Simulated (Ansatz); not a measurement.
Relaxation of CH$_{5}$BFNS (10 atoms, charge 0, multiplicity 1), to a largest force component of 0.02 eV/Å in at most 50 steps.

All numbers below come from Ansatz, RKS B3LYP-D4/6-31G*.

```xyz
10
Properties=species:S:1:pos:R:3
C -0.705 -0.056 1.468
S 0.485 1.115 0.751
B 0.148 0.572 -1.043
N 1.070 -0.551 -1.639
F -0.816 1.236 -1.843
H -0.484 -1.050 1.235
H -0.755 0.129 2.560
H 0.782 2.103 1.667
H 0.855 -1.386 -0.991
H 2.004 -0.292 -1.530
```

Where does it end, and by what steps?

The forces met the threshold. The force dipped under the threshold on the way, but the program's further checks kept it going. After 20 steps the energy has fallen by 6.642 eV; H7 moved furthest, 1.41 Å. Parted: S2–B3 (1.90 → 2.82 Å). Joined: C1–B3 (2.73 → 1.58 Å).

```csv
step,energy less start (eV),largest force component (eV/Å),accepted
0,0.0000,4.902,yes
1,-1.1289,1.824,yes
2,-1.9724,1.539,yes
3,-2.6560,2.029,yes
4,-3.6568,2.169,yes
5,-4.7886,1.989,yes
6,-5.1954,5.217,yes
7,-5.6723,1.354,yes
8,-6.0186,0.920,yes
9,-6.2280,1.041,yes
10,-6.4092,0.607,yes
11,-6.5431,0.490,yes
12,-6.5381,0.812,no
13,-6.5970,0.356,yes
14,-6.6199,0.287,yes
15,-6.6267,0.502,yes
16,-6.6385,0.207,yes
17,-6.6409,0.033,yes
18,-6.6412,0.032,yes
19,-6.6415,0.016,yes
20,-6.6417,0.018,yes
```

```xyz
10
Properties=species:S:1:pos:R:3
C -0.196 0.040 0.993
S 0.827 1.189 2.028
B 0.108 0.279 -0.538
N 0.742 -0.662 -1.355
F -0.256 1.459 -1.084
H 0.084 -0.964 1.327
H -1.254 0.186 1.239
H 0.497 2.321 1.370
H 1.071 -1.556 -1.022
H 0.962 -0.474 -2.324
```

Whether the end is a true minimum wasn't checked by a vibrational analysis.

The run took 41 s on 2 threads of Intel(R) Xeon(R) Platinum 8488C (Sapphire Rapids), on a shared host, peak memory 0.2 GiB.
